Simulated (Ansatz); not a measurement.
Ansatz (an electronic-structure program) input (B3LYP/def2-TZVPD):

Ansatz 0.2 input:
```yaml
crystal:
  periodic: [false, false, false]
  atoms:
    - {symbol: Cs, position_ang: [-0.00000000, -0.00000000, -0.52534792]}
    - {symbol: F, position_ang: [0.00000000, 0.00000000, 3.21045949]}
basis:
  gaussian:
    orbitals: def2-TZVPD
hamiltonian:
  xc: {name: B3LYP}
total_charge: 1
magnetization: {spin_polarized: true, initial_magnetization: 1}
output: {forces: true}
```

End of the output:

```
506 factors; their error is unknown
mean field: 0.20 GiB planned
mean field evaluation 1: about -3221.6632 eV, gradient 9.4e1 eV
mean field evaluation 2: about -2864.2000 eV, gradient 1.7e2 eV
mean field evaluation 4: about -3164.8991 eV, gradient 1.3e2 eV
mean field evaluation 8: about -3259.2356 eV, gradient 1.2e0 eV
mean field evaluation 16: about -3259.2467 eV, gradient 2.4e-5 eV
mean field evaluation 32: about -3259.2467 eV, gradient 5.3e-7 eV
mean field -3259.24670261 eV, -119.7751071241 hartree, gradient 2.7e-6 eV, S^2 0.751695; 1 other end points of the search recorded, 0 dependent functions left out
the calculation of the forces begins
reference -3259.24692335 eV, -119.7751152361 hartree; 9, 8 occupied and 63, 64 virtual orbitals, 506 factors
Total energy: -3259.24692335 eV, -119.7751152361 hartree
Atom 0 at    -0.000000    -0.000000    -0.525348 Å, force    -0.000000     0.000000     0.030374 eV/Å
Atom 1 at     0.000000     0.000000     3.210459 Å, force     0.000000    -0.000000    -0.030374 eV/Å
Dipole moment:     0.000000     0.000000    -0.471708 e Å
```
